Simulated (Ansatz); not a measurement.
Stepwise reaction of `[Cl][SnH]([Cl])[Br]` with water, as a gas-phase model of exchange steps in deposition or etching. ΔE in kJ/mol; ΔG adds harmonic PBE0-D4 terms to CCSD(T)/CBS, at 1 bar.

Isolated molecules relaxed with PBE0-D4/def2-TZVP in Ansatz; ΔE leaves out vibrations. CCSD(T)/CBS adds triple-zeta CCSD(T) − MP2 to the extrapolated MP2 energy (def2 sets, frozen cores). This one scheme is used for every species. DFT in def2-TZVPP. B3LYP here is the variant with VWN-RPA as its local correlation; programs differ in this. def2 core potentials past Kr. For Br, Sn outer-core shells are correlated without core-valence functions, which leaves a few kJ/mol of doubt a bond. Scalar relativity is left out up to krypton. One conformer a species, not always the lowest.

```csv
step,reaction,PBE-D4,B3LYP-D4,ωB97M-V,CCSD(T)/CBS,ΔG(600 K)
1,`[Cl][SnH]([Cl])[Br]` + H₂O → `[OH][SnH]([Cl])[Br]` + HCl,58.6,60.1,59.7,60.8,53.5
```

Problem. Give the row of step 2, `[OH][SnH]([Cl])[Br]` + H₂O → `[OH][SnH]([OH])[Br]` + HCl. (An estimate is asked.)

Solution. The calculation gave: 
```
step                                                   reaction  PBE-D4  B3LYP-D4  ωB97M-V  CCSD(T)/CBS  ΔG(600 K)
   2  `[OH][SnH]([Cl])[Br]` + H₂O → `[OH][SnH]([OH])[Br]` + HCl    63.5      64.9     64.2         64.7       57.9
```

Problem. By hand: ΔE of the 2 steps together at CCSD(T)/CBS.

Solution. (60.8) + (64.7) = 125.5 kJ/mol, or 62.8 kJ/mol a step.

In ΔE the steps differ by no more than 3.9 kJ/mol. All are uphill at CCSD(T)/CBS. ΔG lies between 53.5 and 57.9 kJ/mol a step. PBE-D4 differs from CCSD(T)/CBS by -2.2 to -1.2 kJ/mol a step. Isolated molecules leave out the surface, adducts and barriers. Largest T1 diagnostic: 0.012.
